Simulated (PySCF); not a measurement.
Level of theory: B3LYP-D3(BJ)/def2-TZVP // TPSS-D3(BJ)/def2-SVP (PySCF). Isolated molecules, 0 K electronic values unless said otherwise. B3LYP has the VWN-RPA correlation part, as in Gaussian. 

Reference species: [Zn(F)(Br)] (neutral, multiplicity 1).

* **coordination number**: 2
* **charge on the central atom (Mulliken)**: 0.72 e
* **mean distance from the central atom to its bonded neighbours**: 1.986 Å
* **HOMO**: -8.61 eV

Changed species: [Zn(F)2] (0 of 2 F replaced by Br; the reference has 1 of 2 F replaced by Br).

Q: What does the change do to the coordination number, charge on the central atom (Mulliken), mean distance from the central atom to its bonded neighbours and HOMO?

A: the coordination number is nearly the same; the charge on the central atom (Mulliken) rises by 0.22 e, to 0.94 e; the mean distance from the central atom to its bonded neighbours falls by 0.250 Å, to 1.736 Å; the HOMO falls by 1.68 eV, to -10.29 eV.
